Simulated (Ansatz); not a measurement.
A run for Ansatz (a program for electronic structure): R-CCSD(T)/cc-pV(D+d)Z on AlH5N2O (SMILES [NH2][Al]([NH2])[OH]), a point of a torsion scan. Files ending in .json are basis or fitting sets from the Basis Set Exchange.

Ansatz 0.2 input:
```yaml
crystal:
  periodic: [false, false, false]
  atoms:
    - {symbol: N, position_ang: [1.16011485, -1.23649193, -0.19277969]}
    - {symbol: Al, position_ang: [0.49091815, 0.42715910, -0.18774457]}
    - {symbol: N, position_ang: [-0.82390293, 0.89919364, 0.92131541]}
    - {symbol: O, position_ang: [1.00698923, 1.54470041, -1.27562556]}
    - {symbol: H, position_ang: [2.14442985, -1.42332799, -0.05817156]}
    - {symbol: H, position_ang: [0.64683587, -1.95674597, 0.29716792]}
    - {symbol: H, position_ang: [-1.24845563, 0.31536097, 1.62436079]}
    - {symbol: H, position_ang: [-1.28336462, 1.79713404, 0.90554821]}
    - {symbol: H, position_ang: [1.36220638, 2.10160098, -1.95021363]}
basis:
  gaussian:
    orbitals: cc-pV_D+d_Z.json
magnetization: {spin_polarized: false}
correlation: {method: ccsd_t, electrons: outside_noble_gas}
scf: {lower_state_search: off}
```

Output:

```
WARN ansatz: RAYON_NUM_THREADS=1 ignored (pool sized by the plan → 1); use --threads N
Functional definition: HF
these checks for a lower state are left out or cut short: stability, starts, cluster_reference, orbital_swaps, neighbouring_geometries, increment
integrals: 0.09 GiB planned
862 factors; integrals over basis functions are off by at most 1.4e-3 eV
mean field: 0.18 GiB planned
mean field evaluation 1: about -11661.0169 eV, gradient 5.3e1 eV
mean field evaluation 2: about -11661.0176 eV, gradient 5.3e1 eV
mean field evaluation 4: about -11666.3592 eV, gradient 2.7e0 eV
mean field evaluation 8: about -11666.3884 eV, gradient 3.2e-4 eV
mean field -11666.38836844 eV, -428.7318647780 hartree, gradient 1.4e-6 eV, S^2 0.000000; 0 other end points of the search recorded, 0 dependent functions left out
8 core orbitals not correlated
reference -11666.38836844 eV, -428.7318647780 hartree; 12, 12 occupied and 70, 70 virtual orbitals, 862 factors
second order -16.20135043 eV of doubles, -0.00000000 eV of singles
coupled cluster: 0.28 GiB planned
cycle   1  -16.55994335 eV  change   -3.6e-1 eV  update   8.2e-2
cycle   2  -16.89937669 eV  change   -3.4e-1 eV  update   2.4e-2
cycle   3  -16.99760518 eV  change   -9.8e-2 eV  update   1.3e-2
cycle   4  -16.99249867 eV  change    5.1e-3 eV  update   3.0e-3
cycle   5  -16.99079874 eV  change    1.7e-3 eV  update   1.2e-3
cycle   6  -16.99090510 eV  change   -1.1e-4 eV  update   3.8e-4
cycle   7  -16.99072877 eV  change    1.8e-4 eV  update   1.2e-4
cycle   8  -16.99069506 eV  change    3.4e-5 eV  update   4.8e-5
cycle   9  -16.99070039 eV  change   -5.3e-6 eV  update   2.0e-5
perturbative correction -0.37315771 eV, -0.0137132931 hartree
Total energy: -11683.75222655 eV, -429.3699747938 hartree
Checks for a lower state left out: stability, starts, cluster_reference, orbital_swaps, neighbouring_geometries, increment
```

The calculation finished and met its thresholds.

Cost: around 5 core-seconds (rough).
